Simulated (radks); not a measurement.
The numbers below are computed, except where a source is named.
Problem. Species: Tl. Configuration: [Hg] 6p0.5 6d0.5 (fractional occupations, a model configuration). Code: a radial shooting solver on a logarithmic mesh with Libxc functionals. Model: Dirac Kohn-Sham, LDA (Slater exchange, Perdew-Wang correlation), spin-unpolarised, spherical densities, point nucleus; open shells are shared between the two j in proportion to 2j + 1. Some entries of the table are withheld. Estimate them.

orbital,occ.,eigenvalue (hartree),<r> (bohr),<r^2> (bohr^2)
1s1/2,2,-3139.321,0.01632,0.0003691
2s1/2,2,(1),0.06809,(2)
2p1/2,2,-536.2885,0.05591,0.003914
2p3/2,4,-460.4446,0.06470,0.005098
3s1/2,2,-133.3672,0.1771,0.03602
3p1/2,2,-123.3012,(3),0.03276
3p3/2,4,-106.4431,(4),0.03913
3d3/2,4,-89.80430,0.1595,(5)
3d5/2,6,-86.20202,0.1644,(6)
4s1/2,2,-29.80357,0.3917,0.1734
4p1/2,2,-25.47071,0.3932,0.1762
4p3/2,4,-21.36270,0.4278,0.2081
4d3/2,4,-14.28510,0.4336,0.2173
4d5/2,6,-13.51878,0.4448,0.2285
5s1/2,2,-4.89785,0.8768,0.8625
4f5/2,6,-4.37114,0.4646,0.2595
4f7/2,8,-4.20198,0.4711,0.2668
5p1/2,2,-3.43812,0.9404,0.9989
5p3/2,4,-2.68673,1.036,1.213
5d3/2,4,-0.70903,1.357,2.163
5d5/2,6,-0.62754,1.414,2.356
6s1/2,2,-0.43930,2.430,6.714
6p1/2,0.166667,-0.19213,3.160,11.59
6p3/2,0.333333,-0.14531,3.634,15.39
6d3/2,0.2,-0.01649,13.90,221.2
6d5/2,0.3,-0.01635,14.03,224.7

Solution. 
(1) 2s1/2 eigenvalue (hartree): -558.5960
(2) 2s1/2 <r^2> (bohr^2): 0.005552
(3) 3p1/2 <r> (bohr): 0.1675
(4) 3p3/2 <r> (bohr): 0.1836
(5) 3d3/2 <r^2> (bohr^2): 0.02988
(6) 3d5/2 <r^2> (bohr^2): 0.03161
